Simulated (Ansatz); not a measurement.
Z-matrix (Å, degrees):
```
Si
O 1 1.628
O 1 1.644 2 112.9
H 1 1.484 2 106.1 3 121.4
H 1 1.482 2 110.8 3 -116.3
Ge 2 1.779 1 133.2 3 62.5
H 3 0.958 1 117.7 2 70.9
H 6 1.538 2 108.6 1 30.1
H 6 1.536 2 107.9 1 -90.6
H 6 1.533 2 105.8 1 150.1
```

Total charge 0; spin multiplicity 1.

Problem. List the PBE/def2-TZVPP orbital energies in eV (Ansatz). (Estimate.)

Solution. Ansatz gave: Occupied: -10804.99, -1780.15, -1338.31, -1191.74, -1191.72, -1191.72, -510.28, -510.12, -162.95, -137.75, -114.43, -114.35, -114.35, -94.52, -94.49, -94.45, -30.38, -30.20, -30.20, -30.14, -30.13, -25.10, -24.05, -14.59, -13.56, -11.48, -9.96, -9.77, -9.33, -8.79, -8.32, -7.66, -7.30, -7.10. Lowest empty: -0.81, -0.24, 0.13, 0.85, 0.94, 1.14, 1.52, 1.98.
